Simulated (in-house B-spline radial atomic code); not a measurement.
Results of a calculation; reference values are marked as such.
**Building a PAW p channel for B, r_c = 1.62 bohr**

B, [He] 2s2 2p1, non-relativistic LDA (VWN5), spherical and spin-unpolarised, from a B-spline radial code for spherical atoms (atomic units; all potentials screened as in the neutral atom).

Two all-electron partial waves φ1, φ2 are integrated outwards at E1 = ε(2p) = -0.136603 and E2 = E1 + 1.5 hartree; φ1 is the bound orbital and φ2 has unit norm inside r_c = 1.6226 bohr. Smooth partners are polynomials, r^2(a0 + a1 r² + a2 r⁴ + a3 r⁶), matched to φ and three derivatives at r_c, with no condition on the norm. The local potential is -3.61174 + (2.69943) r² + (-0.95541) r⁴ + (0.130464) r⁶ inside 1.3284 bohr and the all-electron one outside.

| wave | φ(r_c) | φ'(r_c) | a0 | a1 | a2 | a3 |
| --- | --- | --- | --- | --- | --- | --- |
| 1 | 0.6243635 | -0.02106956 | 0.8545645 | -0.440461 | 0.1025278 | -0.009230663 |
| 2 | 0.1379649 | 2.332513 | -2.274292 | 1.800707 | -0.4570293 | 0.04130403 |

Inside r_c the overlaps are <φi φj> = [[0.34307, -0.48641], [-0.48641, 1.00000]] and, for the smooth waves, [[0.29119, -0.32390], [-0.32390, 0.52500]]. With χj = (Ej − T − V_local) applied to smooth wave j, the program's quadrature gives the matrix B_ij = <smooth i, χj> as [[-0.06826, 0.32599], [0.08223, -0.42649]].

**Question.** Check the match of the first wave, and find the augmentation charges q_ij.

**Answer.** At r_c the four terms are 2.24992, -3.05319, 1.87116, -0.44353, which sum to 0.6244, φ1(r_c) to rounding. q_ij is the all-electron overlap less the smooth one: [[0.05188, -0.16251], [-0.16251, 0.47500]]. The smooth first wave has a norm of 0.2912 inside r_c against 0.3431, and q11 > 0 puts back the missing charge.

**Question.** B isn't symmetric. Show that D_ij = B_ij + Ej q_ij is.

**Answer.** Integrating by parts gives B12 − B21 = (E1 − E2) q12: 0.32599 − (0.08223) = 0.24377, and −1.5 × (-0.16251) = 0.24377. So D12 = 0.32599 + (1.363397)(-0.16251) = 0.10443 and D21 = 0.08223 + (-0.136603)(-0.16251) = 0.10443; D11 = -0.07534, D22 = 0.22113. The projectors, p = (B⁻¹)ᵀ χ, are dual to the smooth waves; det B = 0.0023.

Solving (T + V_local + Σ p D p) ψ = E (1 + Σ p q p) ψ in a sphere of 9 bohr, whose wall lifts the free-atom level a little, gives these levels:

```csv
all-electron,one projector,two projectors
-0.136279,-0.136279,-0.136279
0.099843,0.100339,0.099845
0.385564,0.389185,0.385575
0.808653,0.822348,0.808668
1.361760,1.397190,1.361760
```

**Question.** What does the second projector gain?

**Answer.** With one projector the errors are 0.00, +0.50, +3.62, +13.70, +35.43 millihartree. With two the errors are 0.00, 0.00, +0.01, +0.02, 0.00 millihartree. The scattering is exact at E1 and at E2 = 1.363, and over all levels compared the largest error is 0.015 millihartree. The lowest eigenvalue of the overlap operator is 1 with one and 0.9366 with two projectors. The smooth orbital alone needs a cutoff of 8.16 hartree for 1 millihartree of kinetic energy, against 16.4 for a norm-conserving Troullier-Martins orbital of the same radius; part of the gain comes from giving up the norm, part from the simpler form.
